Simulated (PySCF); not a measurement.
# How methods differ on the ionisation energy of As³²⁺

As³²⁺ 1s1 (2S) → As³³⁺ (bare nucleus), as a difference of total energies. Calculation: PySCF 2.14, in an even-tempered Gaussian basis (17 s from 42 bohr⁻², ratio 2.2; 7 p from 64 bohr⁻², ratio 2.4; 4 d from 190 bohr⁻², ratio 2.4; 3 f from 290 bohr⁻², ratio 2.4; 3 g from 430 bohr⁻², ratio 2.4); scalar relativity by spin-free X2C-1e. The calculations carry no spin-orbit coupling.

```
 method  ionisation energy (eV)
    UHF                 15037.7
    LDA                 14998.8
    PBE                 15033.1
   PBE0                 15034.3
 r2SCAN                 15038.3
 M06-2X                 15037.8
r2SCANh                 15038.2
```

For one electron Hartree-Fock is exact for this Hamiltonian up to the basis; QED and nuclear recoil make up the gap, and the density functionals add self-interaction.

For comparison: 15028.9 eV (theoretical estimate listed by NIST; NIST Atomic Spectra Database, ionization energies).
